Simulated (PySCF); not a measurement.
Isomers of C7H10OS, mass 142.045 u with the commonest isotopes. Computed with PBE0-D3(BJ)/def2-SVP geometry optimisation, gas phase (PySCF 2.14.0). One conformer each, none proved a minimum here; rigid rotors.

Question: Order these by dipole moment, largest first.
A. `[CH2:1]=[CH:2][C@@H:3]1[CH:4]=[CH:5][S@@:6](=[O:7])[CH2:8][CH2:9]1` with C1–C2–C3–C4 -118°, C2–C3–C4–C5 -128°, C4–C5–S6–O7 -133°, C5–S6–C8–C9 55°, S6–C8–C9–C3 -71°
B. `[CH3:1][CH:2]([CH3:3])[O:4][c:5]1[cH:6][cH:7][s:8][cH:9]1` with C1–C2–O4–C5 72°, C2–O4–C5–C6 13°
C. `[CH3:1][C:2](=[O:3])[C@@H:4]1[CH2:5][CH2:6][C:7](=[S:8])[CH2:9]1` with C1–C2–C4–C5 -166°, C2–C4–C5–C6 -82°, C4–C5–C6–C7 -31°, C5–C6–C7–S8 -167°, C6–C7–C9–C4 11°

Answer: A (4.62 D), C (3.91 D), B (1.92 D).

Question: Order these by radius of gyration √(Σ m r²/M), smallest first.
A. `[CH2:1]=[CH:2][C@@H:3]1[CH:4]=[CH:5][S@@:6](=[O:7])[CH2:8][CH2:9]1` with C1–C2–C3–C4 -118°, C2–C3–C4–C5 -128°, C4–C5–S6–O7 -133°, C5–S6–C8–C9 55°, S6–C8–C9–C3 -71°
B. `[CH3:1][C:2](=[O:3])[C@@H:4]1[CH2:5][CH2:6][C:7](=[S:8])[CH2:9]1` with C1–C2–C4–C5 -166°, C2–C4–C5–C6 -82°, C4–C5–C6–C7 -31°, C5–C6–C7–S8 -167°, C6–C7–C9–C4 11°
C. `[CH3:1][CH:2]([CH3:3])[O:4][c:5]1[cH:6][cH:7][s:8][cH:9]1` with C1–C2–O4–C5 72°, C2–O4–C5–C6 13°

Answer: B (2.232 Å), A (2.300 Å), C (2.358 Å).

Question: Order these by out-of-plane moment Σ m c² = (Ia + Ib − Ic)/2, largest first.
A. `[CH3:1][CH:2]([CH3:3])[O:4][c:5]1[cH:6][cH:7][s:8][cH:9]1` with C1–C2–O4–C5 72°, C2–O4–C5–C6 13°
B. `[CH2:1]=[CH:2][C@@H:3]1[CH:4]=[CH:5][S@@:6](=[O:7])[CH2:8][CH2:9]1` with C1–C2–C3–C4 -118°, C2–C3–C4–C5 -128°, C4–C5–S6–O7 -133°, C5–S6–C8–C9 55°, S6–C8–C9–C3 -71°
C. `[CH3:1][C:2](=[O:3])[C@@H:4]1[CH2:5][CH2:6][C:7](=[S:8])[CH2:9]1` with C1–C2–C4–C5 -166°, C2–C4–C5–C6 -82°, C4–C5–C6–C7 -31°, C5–C6–C7–S8 -167°, C6–C7–C9–C4 11°

Answer: C (73.04 u·Å²), A (35.02 u·Å²), B (25.54 u·Å²).

| SMILES | point group | Ia (u·Å²) | Ib (u·Å²) | Ic (u·Å²) | κ | μa (D) | μb (D) | μc (D) |
| --- | --- | --- | --- | --- | --- | --- | --- | --- |
| CC(C)Oc1ccsc1 | C1 | 129.90 | 694.72 | 754.59 | -0.96 | 1.34 | 1.36 | 0.24 |
| C=C[C@@H]1C=C[S@@](=O)CC1 | C1 | 128.00 | 649.10 | 726.01 | -0.95 | 4.55 | 0.72 | 0.40 |
| CC(=O)[C@@H]1CCC(=S)C1 | C1 | 202.48 | 578.45 | 634.85 | -0.91 | 2.53 | 0.02 | 2.98 |
